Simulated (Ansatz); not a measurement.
Mulliken charges of `[F][GeH2][CH2]Cl` from r2SCAN/def2-TZVPP in Ansatz (PBE0-D4/def2-TZVP geometry).

```
atom   x (Å)   y (Å)   z (Å)  charge (e)
  F1  -1.971   0.778  -0.196      -0.383
 Ge2  -0.242   0.914  -0.048       0.499
  C3   0.421  -0.910   0.192      -0.139
 Cl4   0.337  -1.830  -1.326      -0.154
  H5   0.265   1.552  -1.344      -0.011
  H6   0.007   1.771   1.205      -0.028
  H7   1.458  -0.904   0.527       0.106
  H8  -0.184  -1.428   0.935       0.111
```

Problem. By hand: the dipole of these point charges (1 e Å = 4.8032 D).

Solution. Σ q r = (0.655, 0.245, 0.369) e Å, of length 0.791 e Å = 3.80 D.

Problem. How does the dipole of the full density compare? (Estimate.)

Solution. The calculation gave: (0.455, 0.136, 0.334) e Å, 2.79 D; the point charges give 1.36 times that, at 8° from its direction.

Point charges leave out the atoms' own dipoles, such as those of lone pairs, and Mulliken's split depends on the basis, so the two needn't agree.
